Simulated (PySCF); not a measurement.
# Ionisation energy of Rb²⁺ by level of theory

Rb²⁺ [Ar] 3d10 4s2 4p5 (2P) → Rb³⁺ [Ar] 3d10 4s2 4p4 (3P), as a difference of total energies. All numbers are calculated (PySCF 2.14, the spin-free X2C one-electron Hamiltonian (Gaussian nucleus), in cc-pVDZ-X2C (6s5p3d, 36 functions)). Correlated levels: valence: [Ar] 3d10 4s2 frozen. The calculations carry no spin-orbit coupling.

| method | ionisation energy (eV) | difference from reference (eV) |
| --- | --- | --- |
| UHF | 39.872 | +0.625 |
| PBE | 41.072 | +1.825 |
| M06-L | 40.914 | +1.667 |
| MP2 (valence) | 39.930 | +0.683 |
| SCS-MP2 (valence) | 39.930 | +0.683 |
| CCSD (valence) | 39.936 | +0.689 |
| CCSD(T) (valence) | 39.936 | +0.689 |

Reference: 39.247 eV (semi-empirical (NIST evaluation); NIST Atomic Spectra Database, ionization energies).

The reference lies between the lowest fine-structure levels, while these numbers refer to the centres of the terms.

Errors of the correlated levels include the incompleteness of this basis and the frozen core.
